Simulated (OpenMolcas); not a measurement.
# La: effect of the level shift or regulariser

```json
{"Program": "OpenMolcas", "Basis": "ANO-RCC-VDZP [7s6p4d2f1g]", "Scalar Hamiltonian": "DKH2, point nucleus", "Active space": "3 electrons in 6 orbitals (5d 6s)", "State averaging": "2S+1 = 2 even, 65 roots; 2S+1 = 4 even, 20 roots kept (CI in the orbitals of an earlier block)", "Spin-orbit coupling": "RASSI with atomic mean-field integrals over the reference wave functions, term energies averaged over their components"}
```

Methods on the same reference wave functions:
A. CASSCF
B. MS-CASPT2, IPEA 0.25 Eh, imaginary shift 0.1 Eh (closed shells correlated: 5s 5p)
C. MS-CASPT2, IPEA 0.25 Eh, sigma2 regulariser 0.3 Eh (closed shells correlated: 5s 5p)

Energies in eV above 5d 6s² ²D_3/2, the measured ground level; measured values from NIST Handbook of Basic Atomic Spectroscopic Data.

```
               Level        A       B       C  Measured
5d² 6s ⁴F_3/2 [69 %]  -0.0872   0.302  0.2427    0.3308
       5d² 6s ⁴F_5/2  -0.0287   0.344   0.284    0.3732
5d 6s² ²D_3/2 [69 %]   0.0000  0.0000  0.0000    0.0000
       5d² 6s ⁴F_7/2   0.0401   0.403   0.342    0.4333
       5d 6s² ²D_5/2   0.0709  0.1095  0.1070    0.1306
       5d² 6s ⁴F_9/2   0.1151   0.478   0.417    0.5110
       5d² 6s ⁴P_1/2   0.7508   0.959   0.904    0.8966
       5d² 6s ⁴P_3/2   0.7794   0.990   0.933    0.9287
       5d² 6s ⁴P_5/2   0.8180   1.011   0.960    0.9522
       5d² 6s ²F_5/2   0.9438   0.881   0.875    0.8694
       5d² 6s ²P_1/2   1.0142   1.053   1.037    1.1213
       5d² 6s ²F_7/2   1.0467   0.996   0.987    0.9983
5d² 6s ²P_3/2 [65 %]   1.0506   1.055   1.043          
       5d² 6s ²G_7/2   1.2202   1.285   1.237    1.2350
       5d² 6s ²G_9/2   1.2236   1.286   1.239    1.2299
5d² 6s ²D_3/2 [58 %]   1.2871   1.192   1.176          
       5d² 6s ²D_5/2   1.3223   1.189   1.173    1.1386
          5d³ ⁴F_3/2   1.3544   1.517   1.462    1.5412
          5d³ ⁴F_5/2   1.3963   1.564   1.508    1.5854
          5d³ ⁴F_7/2   1.4550   1.624   1.568    1.6413
          5d³ ⁴F_9/2   1.5278   1.693   1.638    1.7044
          5d³ ⁴P_1/2   2.1683   2.148   2.101    2.0603
          5d³ ⁴P_3/2   2.1918   2.164   2.121    2.0749
          5d³ ⁴P_5/2   2.2341   2.216   2.168    2.1201
```

A puts 5d² 6s ⁴F_3/2 [69 %] lowest.

Deviations, from unrounded energies. A percentage is the sum of absolute deviations over the sum of measured energies, with the sign that they share, or ± where signs differ.

```
                  Against measurement  Levels      A      B      C
       mean absolute deviation (cm-1)      21   1400    350    380
fine structure of the ground term (%)       1  -45.7  -16.1  -18.1
             other configurations (%)      20  ±15.0   ±3.7   ±4.0
```

B lies closest to measurement on these levels and A furthest from it. The largest miss of B in the table is 5d³ ⁴P_5/2, by +780 cm-1. The ranking rests on the paired levels alone, and a cruder setting can come out closer through cancelling errors.

Between B and C the level of the table that moves most is 5d² 6s ⁴F_9/2, by 490 cm-1 (lowest in C, highest in B). Moves below CASPT2's spread within the term are not significant.

The mean deviations of B to C differ by less than CASPT2's widest spread within a term (730 cm-1), so their order carries little weight.

The lowest spin-free term lies below A's lowest term by 0.227 hartree in B, 0.225 hartree in C.

CASPT2 breaks the degeneracy within a term, and the mean is taken; among the terms shown or strongly mixed into the levels shown the widest spread is 730 cm-1 (5d² 6s ²F, B). Over all roots computed the reference weight is 0.85 to 0.92 in B; the roots of lowest weight are the least certain, and an intruder state may touch them. Terms from blocks run as CI alone lack orbitals of their own. Configurations are named by rounded mean occupations; where the s occupation lies near a half they are strongly mixed, a name can repeat and a true partner stay unpaired. A single d shell beside an s shell can misplace configurations of different d count against each other. Without dynamic correlation excited terms often stand tens of per cent too high (terms of higher spin than the ground term too low), and those without a measured partner can miss by more than the paired ones (holds for A). Some levels mix across a computed gap that differs much from the measured one, so their mixing is not that of the real levels (holds for A; B). The lowest computed level is not the ground level that NIST lists (2D3/2) (holds for A). The lowest spin-free term belongs to 5d 6s², not to the configuration of the lowest level (holds for A). The CASPT2 spread within a term exceeds the gap to the next term for 5d² 6s ²F and 5d² 6s ⁴P, so the order of their levels is uncertain, and so are names and mixing where such terms share a J (holds for B; C). Measured partners are found by configuration, term and J. A level has none where our copy of the source lacks it or the pairing is in doubt (some pairs that miss far off the trend of their configuration count as doubtful), and it then counts in no deviation. Levels of configurations outside the active space are missing. The table leaves out levels that lie high or whose names do not pair safely across all columns.

A share in square brackets marks a mixed level and gives the weight of the term that names it, the lowest over the columns.
